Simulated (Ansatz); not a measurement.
Reaction (redistribution): `[CH3][Sb]([OH])[GaH2]` + `CB(N)[TeH]` → `C[B]([GaH2])[TeH]` + `[CH3][Sb]([NH2])[OH]`

Calculated with Ansatz (gas phase, PBE0-D4/def2-TZVP geometries, no zero-point term in ΔE). CBS: MP2 limit from def2 TZ/QZ plus the TZ coupled-cluster correction, frozen cores. Functionals use def2-TZVPP. def2 core potentials past Kr. For Ga, Sb, Te outer-core shells are correlated without core-valence functions, which leaves a few kJ/mol of doubt a bond. Scalar relativity is left out up to krypton. Each species was taken in one conformer, which may not be the lowest.

| level | ΔE (kcal/mol) |
| --- | --- |
| ωB97M-V | 39.7 |
| PBE0 | 39.9 |
| HF/def2-TZVPP | 42.0 |
| SCS-MP2/def2-TZVPP | 37.8 |
| CCSD(T)/def2-TZVPP | 37.2 |
| MP2/def2-QZVPP | 37.3 |
| SCS-MP2/def2-QZVPP | 37.1 |
| MP2/CBS(def2) | 37.1 |

(1) What does CCSD(T)/CBS give? (Estimate.)

Largest T1 diagnostic among the species: 0.014.

## Answers

(1) Computed: +36.4 kcal/mol. The listed levels differ from it by 3.3, 3.5, 5.6, 1.4, 0.8, 0.9, 0.7, 0.7 kcal/mol.

In def2-TZVPP, CCSD(T) changes the Hartree–Fock value by −4.8 kcal/mol (the triples alone add −0.8 kcal/mol) and MP2 by −4.1 kcal/mol. From PBE to PBE0 (25 % exact exchange), in def2-TZVPP and without D4, ΔE moves by +1.4 kcal/mol.
